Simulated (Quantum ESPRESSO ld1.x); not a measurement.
The numbers below are computed, except where a source is named.
One sound ld1.x (Quantum ESPRESSO 7.5) input for neutral sulfur gives E = -399.046 hartree in 33 iterations:

```
 &input
    zed=16.0,
    iswitch=1,
    rel=1,
    dft='PBE',
    config='[Ne] 3s2 3p4',
    prefix='ld1',
    max_out_wfc=37,
    file_charge='ld1.rho',
 /
```

Changed or added lines, one case at a time, and what came of them:

- rel=3: refused. The program stops in ld1_readin with "wrong rel": rel takes 0, 1 or 2.
- rmax=6.0: inaccurate. The mesh cuts the orbital tails; the run ends without a warning, but the energy is off by +0.002128 hartree against the default mesh.
- config='[Ne] 3s2 3p4 4s4': refused. The program stops in el_config with "wrong occupancy:4": an s shell holds at most 2 electrons.
- xmin=-3.0: silently wrong. The mesh starts too far from the nucleus; the run ends without a warning, but the energy is off by +142.8 hartree against the default mesh.
- dft='HF': refused. The program stops in ld1_setup with "HF not implemented yet": ld1.x has no Hartree-Fock; KLI and OEP are its exact-exchange options.
- dft='LDA+U': refused. The program stops in set_dft_from_name with "LDA+U: unrecognized dft": the name is not a functional that the program knows.
- isic=1 latt=1: refused. The program stops in ld1_readin with "isic and latter correction not allowed": the two corrections exclude each other.
